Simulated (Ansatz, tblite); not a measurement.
Cost and result up the ladder for Ag₃H₄⁻ (the lowest singlet isomer of a short search) (7 atoms). The state is a singlet with charge -1. Geometry: r2SCAN-D4/def2-TZVPD.

Cartesian coordinates in Å:
```
Ag -0.264 -2.681 0.737
Ag 0.277 2.694 -0.687
Ag -0.024 -0.025 -0.103
H -0.912 1.445 -0.278
H 1.216 3.990 -1.077
H -1.147 -3.918 1.375
H 0.855 -1.504 0.033
```

Ansatz on 4 threads of Arm Neoverse V2 on a shared host; xTB runs through tblite on one thread. Times are rough, summed over both states, and most runs start from the orbitals of an earlier one. PBE0-D4/def2-TZVPD serves as the yardstick here, not as an exact answer. The other state is a doublet.

In the def2 sets Ag takes a core potential; there is no spin–orbit coupling. The xTB rows come from tblite. The structure comes from a short search, and lower isomers may exist.

Raw xTB energies of ions are shifted by several eV.

```csv
level,functions,wall time,vertical IE (eV),difference from PBE0-D4/def2-TZVPD (eV)
GFN1-xTB,35,0.008 s,7.68,3.41
GFN2-xTB,31,0.008 s,7.63,3.35
PBE-D4/def2-TZVPD,156,4.3 s,3.93,-0.34
PBE0-D4/def2-TZVPD (with forces),156,6.4 s,4.27,0.00
r2SCAN-D4/def2-TZVPD,156,10 s,4.00,-0.27
```
